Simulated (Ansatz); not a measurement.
# How methods differ on SiHCl2OF (SMILES O[Si](F)(Cl)Cl)

The species is SiHCl2OF (6 atoms), meant as a singlet with charge 0. As SMILES, `O[Si](F)(Cl)Cl`. The shape was relaxed beforehand at r2SCAN/def2-SVP. This is one conformer, not always the lowest.

Quantity: the adiabatic ionisation energy (to the doublet cation, shapes relaxed at r2SCAN/def2-SVP, no zero-point term), in eV. The values are calculated.

| level | kind | program | value (eV) | less CCSD(T)/def2-SVP |
| --- | --- | --- | --- | --- |
| SVWN5/def2-SVP | LDA | Ansatz | 10.96 | -0.26 |
| PBE/def2-SVP | GGA | Ansatz | 10.86 | -0.36 |
| r2SCAN/def2-SVP | meta-GGA | Ansatz | 11.20 | -0.02 |
| B3LYP/def2-SVP | global hybrid | Ansatz | 11.15 | -0.07 |
| PBE0-D4/def2-SVP | global hybrid | Ansatz | 11.30 | +0.08 |
| wB97M-V/def2-SVP | range-separated hybrid | Ansatz | 11.43 | +0.21 |
| B2PLYP/def2-SVP | double hybrid | Ansatz | 11.22 | 0.00 |
| CCSD(T)/def2-SVP | coupled cluster or CI | Ansatz | 11.22 | 0.00 |

CCSD(T)/def2-SVP is the highest level here, not the true value. The values span 10.86 to 11.43 eV.
